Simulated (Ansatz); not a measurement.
Relaxation of AsH₉Si₂ (12 atoms, charge 0, multiplicity 1), to a largest force component of 0.03 eV/Å in at most 50 steps.

Level of theory: Ansatz 0.2.0, RKS PBE0-D4/def2-SVP.

```xyz
12
Properties=species:S:1:pos:R:3:forces:R:3
Si -0.932 -0.729 -0.648 -0.94 -0.16 -0.85
Si 0.395 -1.117 1.138 0.69 -0.30 0.88
H -0.180 -0.772 -1.935 0.05 -0.01 -0.05
H -1.945 -1.832 -0.694 -0.03 -0.04 -0.02
H -1.689 0.548 -0.555 -0.03 0.05 -0.01
H 0.388 1.576 0.734 -0.11 -0.06 0.19
As 1.038 2.294 -0.423 0.39 0.53 -0.15
H 1.810 -0.694 0.899 0.01 0.00 0.01
H -0.112 -0.407 2.353 -0.01 0.02 0.00
H 0.397 -2.585 1.430 0.01 -0.02 0.01
H -0.302 2.682 -1.028 -0.03 0.01 -0.01
H 1.131 1.037 -1.269 0.01 -0.03 -0.01
```

Q: Where does it end, and by what steps?

A: The run converged. The force dipped under the threshold on the way, but the program's further checks kept it going. After 10 steps the energy has fallen by 0.173 eV; H3 moved furthest, 0.46 Å.

```csv
step,energy less start (eV),largest force component (eV/Å),accepted
0,0.0000,0.944,yes
1,-0.1440,0.207,yes
2,-0.1582,0.218,yes
3,-0.1674,0.108,yes
4,-0.1710,0.013,yes
5,-0.1716,0.060,yes
6,-0.1720,0.045,yes
7,-0.1726,0.004,yes
8,-0.1730,0.051,yes
9,-0.1732,0.037,yes
10,-0.1733,0.007,yes
```

```xyz
12
Properties=species:S:1:pos:R:3
Si -1.069 -0.977 -0.679
Si 0.368 -1.262 1.157
H -0.327 -1.212 -1.956
H -2.190 -1.964 -0.589
H -1.649 0.400 -0.702
H 0.531 1.999 0.766
As 1.205 2.644 -0.440
H 1.712 -0.665 0.890
H -0.213 -0.613 2.373
H 0.546 -2.721 1.433
H -0.136 3.045 -1.044
H 1.220 1.326 -1.208
```

Whether the end is a true minimum wasn't checked by a vibrational analysis.

Time of the run: 33 s on 2 threads of Arm Neoverse V1 (shared host), peak memory 0.27 GiB.
